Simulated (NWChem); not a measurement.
VOF2 cation; SMILES [F][V+](=[O])[F]

This spin state was assumed; another may lie lower.

Task: Give the equilibrium geometry at PBE0/def2-SVP (NWChem) as an XYZ file, with the point group.

Result: point group Cs; any orientation.
```
4

V      0.0439     0.2574     0.0000
O      1.4343    -0.3213     0.0000
F     -0.7027    -0.2354    -1.3943
F     -0.7027    -0.2354     1.3943
```
